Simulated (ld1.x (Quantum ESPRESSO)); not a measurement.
What one change does to a pseudopotential (mercury (Hg), TM)

ld1.x (Quantum ESPRESSO) 7.5 input, shortened:

```
&input
   title='Hg', zed=80., rel=2, dft='PBE', iswitch=3,
   config='[Xe] 4f14 5d10 6s2 6p0', rel_dist='average'
 /
 &inputp
   pseudotype=2, tm=.true., lloc=0,
   nlcc=.true., rcore=1.30
 /
3
5P  2  1   6.00   0.00  1.45  1.45  0.0
5D  3  2  10.00   0.00  2.10  2.10  0.0
6S  1  0   2.00   0.00  2.05  2.05  0.0
 &test
   configts(1)='5p6 5d10 6s2 6p0'
 /
```

Open shells are filled in proportion to 2j + 1 (rel_dist='average').

All-electron outer shells of the reference configuration (PBE, scalar-relativistic, ld1.x):

| shell | level (eV) | outermost node (bohr) | outermost maximum (bohr) |
| --- | --- | --- | --- |
| 5s | -118.18 | 0.47 | 0.82 |
| 4f | -95.89 | – | 0.37 |
| 5p | -66.52 | 0.51 | 0.93 |
| 5d | -9.86 | 0.55 | 1.17 |
| 6s | -6.82 | 1.08 | 2.21 |
| 6p | -1.05 | 1.28 | 3.34 |

Change: functional LDA (PZ).

Cutoffs: the cutoffs (Ry, on a coarse ladder) from which the occupation-weighted sum of valence levels, in a spherical-Bessel basis at the reference potential, stays within 10 and 1 mRy of its value at 400 Ry; they do not see the model core or the augmentation charge, which bear on the density cutoff. Errors are all-electron minus pseudo energies relative to the spin-unpolarised reference configuration.

Problem. What does the change do?

Solution. The potential gets neither clearly harder nor softer (70 Ry and 110 Ry → 70 Ry and 110 Ry); of the 7 tests that both files solve, the error grows in 0 and shrinks in 3 by more than 15 % and 0.3 meV (median size 41.5 → 37.2 meV); neither file shows a bound ghost at the reference potential, the only one tested.

| quantity | base | changed |
| --- | --- | --- |
| cutoff, loose | 70 Ry | 70 Ry |
| cutoff, tight | 110 Ry | 110 Ry |
| bound ghosts | none | none |
| error for 5p6 5d10 6s1 6p0, meV [ΔE 10.70 → 11.06 eV] | -7.4 | -5.9 |
| error for 5p6 5d10 6s0 6p0, meV [ΔE 29.69 → 30.46 eV] | -41 | -32 |
| error for 5p6 5d9 6s0 6p0, meV [ΔE 65.22 → 66.28 eV] | -75 | -63 |
| error for 5p6 5d10 6s1.5 6p0, meV [ΔE 4.36 → 4.53 eV] | -1.4 | -1.3 |
| error for 5p6 5d10 6s1 6p1, meV [ΔE 5.97 → 6.09 eV] | -651 | -688 |
| error for 5p6 5d9 6s2 6p0, meV [ΔE 15.54 → 15.76 eV] | -40 | -37 |
| error for 5p6 5d9 6s2 6p1, meV [ΔE 10.30 → 10.28 eV] | -858 | -887 |
| s: phases at 2.31 bohr within 0.05 rad from the reference energy up to (Ry; the scan ends near 5) | 3.7 | 3.7 |
| p1/2: phases at 2.31 bohr within 0.05 rad from the reference energy up to (Ry; the scan ends near 5) | -1.5 | -1.6 |
| p3/2: phases at 2.31 bohr within 0.05 rad from the reference energy up to (Ry; the scan ends near 5) | -1.0 | -1.0 |
| d3/2: phases at 2.31 bohr within 0.05 rad from the reference energy up to (Ry; the scan ends near 5) | 1.5 | 1.5 |
| d5/2: phases at 2.31 bohr within 0.05 rad from the reference energy up to (Ry; the scan ends near 5) | 1.7 | 1.7 |

Base: These tests converged, but a pseudo level misses the all-electron one widely, so the file describes the atom poorly there or has found another state: 5p6 5d10 6s0 6p0: empty 6p by 2.1 eV; 5p6 5d9 6s0 6p0: empty 6p by 3.1 eV. Changed file: These tests converged, but a pseudo level misses the all-electron one widely, so the file describes the atom poorly there or has found another state: 5p6 5d10 6s0 6p0: empty 6p by 2.3 eV; 5p6 5d9 6s0 6p0: empty 6p by 3.3 eV.
